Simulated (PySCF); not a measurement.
A calculated (UHF, PySCF 2.14, cc-pVDZ-DK, the spin-free X2C one-electron Hamiltonian (Gaussian nucleus)) atom or ion has these occupied shells.

```tsv
shell	electrons	orbital energy (eV)	rms radius, mean of both spins (bohr)
1s α	1	-5520.5	0.0768
1s β	1	-5520.5	0.0768
2s α	1	-658.33	0.332
2s β	1	-656.70	0.332
2p α	3	-546.92	0.303
2p β	3	-545.28	0.303
3s α	1	-90.680	1.02
3s β	1	-84.971	1.02
3p α	3	-58.654	1.11
3p β	3	-51.669	1.11
3d α	3	-13.805	1.51
4s α	1	-6.796	3.88
4s β	1	-5.913	3.88
```

(1) Name the element and its charge.

Answers

(1) V (vanadium, neutral), in [Ar] 3d3 4s2, high-spin 4F determinant.
